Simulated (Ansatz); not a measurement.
The same path of H4OSi + H5NSi (13 atoms, charge 0, multiplicity 1) was run twice with different band settings. Lost on the way: Si1–N2, O8–H13. Made: Si1–O8, N2–H13.

Level of theory: Ansatz 0.2.0, RHF/6-31G*.

Relaxed end points:

```xyz
13
Properties=species:S:1:pos:R:3
Si -0.232 1.004 0.144
N 0.002 0.016 1.571
H -0.826 -0.244 2.072
H 0.686 0.337 2.229
H 1.086 1.204 -0.478
H -0.822 2.331 0.427
H -1.138 0.276 -0.758
O 1.330 -2.507 0.652
Si 0.672 -3.964 0.995
H 1.495 -4.997 0.344
H 0.635 -4.228 2.453
H -0.721 -4.076 0.502
H 0.897 -1.713 0.963
```

```xyz
13
Properties=species:S:1:pos:R:3
Si -0.040 -0.461 -0.522
N 0.464 0.418 2.737
H -0.337 0.401 3.341
H 1.157 0.998 3.171
H 1.116 0.442 -0.455
H -1.261 0.193 -0.033
H -0.255 -0.823 -1.942
O 0.261 -1.838 0.323
Si 0.277 -3.464 0.419
H 1.215 -4.041 -0.563
H 0.705 -3.853 1.776
H -1.067 -4.019 0.167
H 0.829 -0.515 2.697
```

Common settings: movable images 7; climbing image yes; spring 5.0 eV/Å²; optimiser quadratic models (default); start path through a guess of the saddle point; iteration limit 60; end points relaxed.

| run | force threshold |
| --- | --- |
| 1 | 0.05 eV/Å |
| 2 | 0.2 eV/Å |

(1) What does each run give, and how far can it be trusted?

## Answers

(1) Run 1: converged after 21 iterations, highest image 1.356 eV above the first end. A vibrational analysis at the climbing image gives one clearly imaginary mode, 431i cm⁻¹, and a faint second one (21i cm⁻¹) that may be numerical noise or a soft torsion: probably a first-order saddle point.
Run 2: converged after 14 iterations, highest image 1.358 eV above the first end. The threshold of 0.2 eV/Å is loose, so the images may lie well off the minimum-energy path. Another band between the same ends (7 images) ends at a top of the same energy, where a vibrational analysis finds 1 clearly imaginary mode.
The orbitals stay closed-shell, which can raise the energy where a bond breaks towards radicals; this wasn't checked here.
